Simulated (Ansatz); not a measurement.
Gas-phase reaction in SMILES: CC(C)CO -> C[CH]C + [CH2]O (the C-C bond at the site shown breaks; other sites are not compared here)
Geometries: B3LYP-D3(BJ)/def2-TZVP minima from Ansatz (a program for electronic structure), one conformer each, not searched for the lowest.

Quantity: bond dissociation energy (electronic energy difference), in kcal/mol. Valence correlation only, unless marked. Open shells are spin-unrestricted. Spin-orbit coupling is left out. Non-relativistic. Basis-set limits of correlation are two-point, X^-3; Hartree-Fock from the larger set. The bracket is a focal-point correction in the basis named.

| level | program | bond dissociation energy (kcal/mol) |
|---|---|---|
| revPBE-D3(BJ)/def2-TZVPD | Ansatz + dftd3 | 81.5 |
| r2SCAN/def2-TZVPD | Ansatz | 79.4 |
| PBE0-D3(BJ)/def2-TZVPD | Ansatz + dftd3 | [?] |
| r2SCANh/def2-TZVPD | Ansatz | 79.5 |
| PBE-QIDH/def2-TZVPD | Ansatz | 88.8 |
| SCS-MP2/6-31G | Ansatz | 85.5 |
| CCSD/cc-pVDZ | Ansatz | [?] |
| CCSD/cc-pVTZ | Ansatz | 87.3 |
| RI-MP2/CBS(cc-pVTZ,cc-pVQZ)+[CCSD(T)-MP2]/cc-pVTZ | Ansatz | 91.7 |

Task: Fill in the missing entries.

Result: 
- PBE0-D3(BJ)/def2-TZVPD, bond dissociation energy (kcal/mol): 85.2
- CCSD/cc-pVDZ, bond dissociation energy (kcal/mol): 86.4
